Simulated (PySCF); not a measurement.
**Radial density of Cr (chromium, neutral)**

UHF, [Ar] 3d4 4s2, high-spin 5D determinant (an excited configuration). Computed with PySCF 2.14 in aug-cc-pwCVTZ (10s9p7d4f3g, 127 functions), with no relativity, point nucleus.

```json
{"r (bohr)": "0.000867", "4πr²ρ (e/bohr)": "0.08448", "4πr²(ρα − ρβ)": "0.0000"}
{"r (bohr)": "0.00146", "4πr²ρ (e/bohr)": "0.2323", "4πr²(ρα − ρβ)": "0.0000"}
{"r (bohr)": "0.00245", "4πr²ρ (e/bohr)": "0.6266", "4πr²(ρα − ρβ)": "0.0000"}
{"r (bohr)": "0.00413", "4πr²ρ (e/bohr)": "1.636", "4πr²(ρα − ρβ)": "0.0000"}
{"r (bohr)": "0.00694", "4πr²ρ (e/bohr)": "4.045", "4πr²(ρα − ρβ)": "-0.0001"}
{"r (bohr)": "0.0117", "4πr²ρ (e/bohr)": "9.124", "4πr²(ρα − ρβ)": "-0.0002"}
{"r (bohr)": "0.0196", "4πr²ρ (e/bohr)": "17.67", "4πr²(ρα − ρβ)": "-0.0004"}
{"r (bohr)": "0.0330", "4πr²ρ (e/bohr)": "26.62", "4πr²(ρα − ρβ)": "-0.0013"}
{"r (bohr)": "0.0556", "4πr²ρ (e/bohr)": "27.56", "4πr²(ρα − ρβ)": "-0.0041"}
{"r (bohr)": "0.0935", "4πr²ρ (e/bohr)": "21.90", "4πr²(ρα − ρβ)": "-0.0070"}
{"r (bohr)": "0.157", "4πr²ρ (e/bohr)": "28.06", "4πr²(ρα − ρβ)": "0.0454"}
{"r (bohr)": "0.264", "4πr²ρ (e/bohr)": "27.62", "4πr²(ρα − ρβ)": "0.4434"}
{"r (bohr)": "0.445", "4πr²ρ (e/bohr)": "10.92", "4πr²(ρα − ρβ)": "1.7122"}
{"r (bohr)": "0.748", "4πr²ρ (e/bohr)": "13.32", "4πr²(ρα − ρβ)": "3.1433"}
{"r (bohr)": "1.26", "4πr²ρ (e/bohr)": "6.975", "4πr²(ρα − ρβ)": "2.3329"}
{"r (bohr)": "2.12", "4πr²ρ (e/bohr)": "1.444", "4πr²(ρα − ρβ)": "0.7056"}
{"r (bohr)": "3.56", "4πr²ρ (e/bohr)": "0.6230", "4πr²(ρα − ρβ)": "0.0538"}
{"r (bohr)": "5.99", "4πr²ρ (e/bohr)": "0.1029", "4πr²(ρα − ρβ)": "-0.0236"}
{"r (bohr)": "10.1", "4πr²ρ (e/bohr)": "0.002085", "4πr²(ρα − ρβ)": "-0.0008"}
```

**Question.** Where is the radial spin density 4πr²(ρα − ρβ) most negative, and why is it negative at all?

**Answer.** Around r = 5.99 bohr, down to -0.0236 e/bohr: exchange with the open shell polarises the paired shells in an unrestricted calculation.
